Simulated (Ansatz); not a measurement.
Input for Ansatz (a program for electronic structure): R-CCSD(T)/aug-cc-pVDZ on CH2O (SMILES C=O).

Ansatz 0.2 input:
```yaml
crystal:
  periodic: [false, false, false]
  atoms:
    - {symbol: O, position_ang: [0.00000031, 0.00000000, 1.19296326]}
    - {symbol: C, position_ang: [-0.00000094, 0.00000000, -0.00589328]}
    - {symbol: H, position_ang: [0.00000032, 0.93875301, -0.59353499]}
    - {symbol: H, position_ang: [0.00000032, -0.93875301, -0.59353499]}
basis:
  gaussian:
    orbitals: aug-cc-pVDZ
magnetization: {spin_polarized: false}
correlation: {method: ccsd_t, electrons: outside_noble_gas}
scf: {lower_state_search: off}
```

Output:

```
WARN ansatz: RAYON_NUM_THREADS=1 ignored (pool sized by the plan → 1); use --threads N
Functional definition: HF
these checks for a lower state are left out or cut short: stability, starts, cluster_reference, orbital_swaps, neighbouring_geometries, increment
integrals: 0.04 GiB planned
625 factors; integrals over basis functions are off by at most 6.2e-4 eV
mean field: 0.09 GiB planned
mean field evaluation 1: about -3096.9868 eV, gradient 3.1e1 eV
mean field evaluation 2: about -3096.9880 eV, gradient 3.1e1 eV
mean field evaluation 4: about -3098.9575 eV, gradient 2.3e0 eV
mean field evaluation 8: about -3098.9834 eV, gradient 9.7e-4 eV
mean field -3098.98336985 eV, -113.8855382757 hartree, gradient 2.5e-6 eV, S^2 0.000000; 0 other end points of the search recorded, 0 dependent functions left out
2 core orbitals not correlated
reference -3098.98336985 eV, -113.8855382757 hartree; 6, 6 occupied and 56, 56 virtual orbitals, 625 factors
second order -9.04484843 eV of doubles, -0.00000000 eV of singles
coupled cluster: 0.13 GiB planned
cycle   1  -9.08042883 eV  change   -3.6e-2 eV  update   8.3e-2
cycle   2  -9.35758248 eV  change   -2.8e-1 eV  update   2.6e-2
cycle   3  -9.44426586 eV  change   -8.7e-2 eV  update   1.4e-2
cycle   4  -9.43745701 eV  change    6.8e-3 eV  update   3.4e-3
cycle   5  -9.43761995 eV  change   -1.6e-4 eV  update   1.4e-3
cycle   6  -9.43835035 eV  change   -7.3e-4 eV  update   4.5e-4
cycle   7  -9.43820460 eV  change    1.5e-4 eV  update   1.6e-4
cycle   8  -9.43816276 eV  change    4.2e-5 eV  update   4.8e-5
cycle   9  -9.43817336 eV  change   -1.1e-5 eV  update   1.9e-5
cycle  10  -9.43817305 eV  change    3.0e-7 eV  update   4.9e-6
perturbative correction -0.32324139 eV, -0.0118789020 hartree
Total energy: -3108.74478430 eV, -114.2442636400 hartree
Checks for a lower state left out: stability, starts, cluster_reference, orbital_swaps, neighbouring_geometries, increment
```

The calculation finished and met its thresholds.

Cost: about 1.3 core-seconds (a rough figure).
